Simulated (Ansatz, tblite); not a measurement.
Spin states of La(N(SiH3)2)3 (LaSi6N3H18), each relaxed with PBE-D4/def2-SVP in Ansatz. Electronic energies in the gas phase.

In the def2 sets La takes a core potential; there is no spin–orbit coupling. The xTB rows come from tblite. Correlated methods freeze 33 core orbitals; core or outer-core shells of La are correlated, in sets that lack core-valence functions.

Singlet geometry:

```xyz
28

La   -0.580    0.380    0.200
N    -1.219   -0.946   -1.673
Si   -2.902   -0.621   -1.793
Si   -0.161   -1.936   -2.642
H    -3.381    0.114   -3.019
H    -3.089    0.381   -0.616
H    -3.854   -1.753   -1.501
H    -0.506   -3.405   -2.584
H     1.236   -1.766   -2.092
H    -0.142   -1.530   -4.096
N     0.066   -0.976    2.049
Si   -1.045   -0.486    3.263
Si    1.323   -2.183    2.045
H    -2.049   -1.505    3.737
H    -1.877    0.574    2.485
H    -0.495    0.248    4.459
H     2.434   -1.887    3.024
H     1.922   -2.201    0.657
H     0.809   -3.571    2.347
N     1.100    1.973   -0.363
Si    2.745    1.612   -0.807
Si    0.274    3.464   -0.149
H     3.092    2.053   -2.208
H     2.906    0.111   -0.742
H     3.758    2.229    0.128
H     0.748    4.365    0.963
H    -1.127    2.960    0.302
H     0.015    4.301   -1.375
```

Triplet geometry:

```xyz
28

La    0.0183   -0.0549   -0.0218
N     2.2215    0.8489   -0.5483
Si    3.5900    0.1619    0.2923
Si    2.2221    2.1562   -1.7073
H     4.6356   -0.3825   -0.6505
H     3.0687   -0.9743    1.1436
H     4.2627    1.1643    1.2022
H     2.8268    3.4282   -1.1628
H     0.7740    2.4226   -2.0612
H     2.9560    1.7943   -2.9793
N    -0.4199   -0.9914    2.1884
Si   -1.6635   -2.2131    2.2971
Si    0.5376   -0.3179    3.4850
H    -1.1576   -3.5059    2.8895
H    -2.1478   -2.4828    0.8895
H    -2.8440   -1.7545    3.1222
H    -0.3012    0.3049    4.5752
H     1.4066    0.7586    2.8700
H     1.4465   -1.3462    4.1207
N    -1.7740    0.0496   -1.6740
Si   -3.3846    0.1814   -1.0112
Si   -1.3025    0.0305   -3.3557
H    -4.1114    1.4238   -1.4675
H    -3.2311    0.2380    0.4941
H    -4.2439   -1.0163   -1.3500
H    -1.9445   -1.0979   -4.1255
H     0.1987   -0.1507   -3.3960
H    -1.6393    1.3254   -4.0589
```

Only these spin states were relaxed.

Second-order perturbation terms are unreliable where d shells bring near-degenerate states, and here MP2/def2-SVP lies more than 0.4 eV from the median of the functionals without such a term.

(1) Estimate which spin state lies lowest at each of these levels, and by how much: GFN1-xTB; GFN2-xTB; HF/def2-SVP; PBE-D4/def2-SVP; PBE0-D4/def2-SVP; MP2/def2-SVP.

Answers

(1) 
```json
{"level": "GFN1-xTB", "triplet − singlet (kJ/mol)": "280.8", "lowest of these": "singlet"}
{"level": "GFN2-xTB", "triplet − singlet (kJ/mol)": "121.6", "lowest of these": "singlet"}
{"level": "HF/def2-SVP", "triplet − singlet (kJ/mol)": "345.5", "lowest of these": "singlet"}
{"level": "PBE-D4/def2-SVP", "triplet − singlet (kJ/mol)": "314.1", "lowest of these": "singlet"}
{"level": "PBE0-D4/def2-SVP", "triplet − singlet (kJ/mol)": "374.5", "lowest of these": "singlet"}
{"level": "MP2/def2-SVP", "triplet − singlet (kJ/mol)": "456.6", "lowest of these": "singlet"}
```

The xTB methods have no spin-polarisation term.
